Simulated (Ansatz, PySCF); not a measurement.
CrO₃, charge +1, doublet (typed; the unrestricted solution is spin-contaminated), geometry from GFN2-xTB (such geometries of metal compounds can be far from the true shape) (the multiplicity is a formal guess). Base run: CAMB3LYP/STO-3G (PySCF).

Here is a job for PySCF.
```python
from pyscf import gto, scf, dft

mol = gto.Mole()
mol.atom = '''
    Cr    0.145434   -0.127796   -0.171914
    O    -1.177088   -0.916804    0.075688
    O    -0.189142    1.290126   -0.729105
    O     0.929926    0.010065    1.169158
'''
mol.basis = 'sto-3g'
mol.charge = 1
mol.spin = 1
mol.verbose = 4
mol.build()

mf = dft.UKS(mol)
mf.xc = 'camb3lyp'
mf.kernel()
```

The same geometry, method and basis name were run in Ansatz (an electronic-structure program) and PySCF, at each program's defaults and at the settings that a row names. The base is PySCF at its defaults. Differences at the defaults can come from grids, fitting, cores and function types together.

```json
[
 {"code and settings": "PySCF, defaults (exact integrals, its default grid, spherical functions)", "ΔE vs base (µEh)": "0.0", "basis functions": "33", "E (Eh)": "-1255.77914", "SCF cycles": "33"},
 {"code and settings": "Ansatz, defaults (factorised integrals, its default grid, spherical functions)", "ΔE vs base (µEh)": "-3.0", "basis functions": "33", "E (Eh)": "-1255.77914", "SCF cycles": "-"},
 {"code and settings": "PySCF, density fitting with def2-universal-jkfit", "ΔE vs base (µEh)": "-2105", "basis functions": "33", "E (Eh)": "-1255.78124", "SCF cycles": "33"},
 {"code and settings": "PySCF, fine grid", "ΔE vs base (µEh)": "-4.7", "basis functions": "33", "E (Eh)": "-1255.77914", "SCF cycles": "32"},
 {"code and settings": "Ansatz, high accuracy", "ΔE vs base (µEh)": "-3.5", "basis functions": "33", "E (Eh)": "-1255.77914", "SCF cycles": "-"}
]
```

Open shells are given as the SCF converged; they aren't shown to be the lowest states, and a large step between rows can be another state.
